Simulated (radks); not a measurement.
Values are calculated unless marked as measured or tabulated.
The mean radii <r> (bohr) of the occupied orbitals of an atom or ion are listed with their occupations. Code: a radial shooting solver on a logarithmic mesh with Libxc functionals. Model: scalar-relativistic Kohn-Sham, PBE, spin-unpolarised, spherical densities, point nucleus.

| orbital | occ. | <r> |
|---|---|---|
| 1s | 2 | 0.06643 |
| 2s | 2 | 0.3063 |
| 2p | 6 | 0.2718 |
| 3s | 2 | 0.8395 |
| 3p | 2 | 0.8497 |

Name the element and its charge.

Answer. Z = 23, vanadium, charge +9: V9+ in [Ne] 3s2 3p2. The 1s radius gives Z: for a bare nucleus <r> = (2 gamma + 1)/(2Z) with gamma = sqrt(1 - (Z/c)^2), 0.0646 bohr for Z = 23, and screening makes it slightly larger (0.06643 here). The occupations add up to 14, and the charge is Z minus that.
